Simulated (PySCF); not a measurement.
# Heteronuclear NMR

Geometry:
```
atom   x (Å)   y (Å)   z (Å)
  C1  -1.409  -0.414   1.219
  C2  -0.748   0.071  -0.078
  C3  -1.144   1.524  -0.346
  C4  -1.189  -0.810  -1.254
  C5   0.748  -0.040   0.073
  C6   1.399  -1.261   0.327
  N7   2.706  -1.328   0.453
  N8   3.421  -0.240   0.343
  C9   2.798   0.894   0.107
 N10   1.487   1.052  -0.035
 H11  -1.064   0.177   2.065
 H12  -1.181  -1.459   1.413
 H13  -2.488  -0.307   1.143
 H14  -0.825   2.162   0.473
 H15  -2.223   1.600  -0.454
 H16  -0.673   1.884  -1.256
 H17  -2.261  -0.714  -1.402
 H18  -0.687  -0.502  -2.169
 H19  -0.960  -1.857  -1.072
 H20   0.872  -2.198   0.431
 H21   3.412   1.781   0.020
```

- structure optimised with GFN2-xTB
- shielding tensors at PBE0/pcSseg-1 (GIAO)
- code: PySCF 2.14.0 with density-fitted response routines
- non-relativistic Hamiltonian, a single conformation, averaged over atoms made equivalent by symmetry, fast rotation or ring inversion, in vacuum

**Question.** Where does 15N resonate?

**Answer.** 
```json
{"atoms": "N7", "environment": "pyridine-type ring nitrogen", "σ (ppm)": "-220.1", "δ (ppm)": "54.7"}
{"atoms": "N8", "environment": "pyridine-type ring nitrogen", "σ (ppm)": "-157.7", "δ (ppm)": "-2.8"}
{"atoms": "N10", "environment": "pyridine-type ring nitrogen", "σ (ppm)": "-54.5", "δ (ppm)": "-97.9"}
```

Shieldings were converted by a linear fit to measured shifts: 15N (scatter 6.3 ppm rms vs CH3NO2, solution or neat liquid). Occasional misses reach two or three times the rms, and more in compound classes unlike the fitted ones.

On a 300 MHz spectrometer 15N resonates near 30.4 MHz, so 1 ppm is 30.4 Hz.
